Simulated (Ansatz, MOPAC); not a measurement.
Molecule: CH4BO2 (charge 0, doublet). SMILES: [CH2]B(O)O

Atoms: C1, B2, O3, O4, H5, H6, H7, H8. Bonds: C1-B2, C1-H5, C1-H6, B2-O3, B2-O4, O3-H7, O4-H8.

Bond lengths (Å) and angles (degrees) optimised at PM3 with MOPAC; PM6 with MOPAC; B3LYP/6-31G* with Ansatz (an electronic-structure program), each started from the B3LYP-D3(BJ)/def2-TZVP structure (Ansatz) of the last column. A row stands for all coordinates that are equal there; 12 of 15 kinds are shown. 6-31G* holds six Cartesian d functions.

```csv
coordinate,PM3,PM6,B3LYP/6-31G*,B3LYP-D3(BJ)/def2-TZVP
C1-B2,1.505,1.542,1.545,1.539
C1-H5,1.082,1.067,1.087,1.083
C1-H6,1.082,1.063,1.089,1.085
B2-O3,1.380,1.386,1.381,1.378
B2-O4,1.367,1.371,1.371,1.369
O3-H7,0.944,0.942,0.966,0.961
O4-H8,0.946,0.957,0.970,0.964
C1-B2-O3,129.5,126.5,123.8,123.7
C1-B2-O4,120.6,120.6,118.7,118.8
O3-B2-O4,110.0,112.9,117.5,117.5
B2-C1-H5,122.4,119.6,121.6,121.7
B2-C1-H6,122.0,122.1,124.0,123.5
```

Mean signed difference of all 7 bond lengths from B3LYP-D3(BJ)/def2-TZVP: PM3 -0.010 Å, PM6 -0.007 Å, B3LYP/6-31G* 0.004 Å.
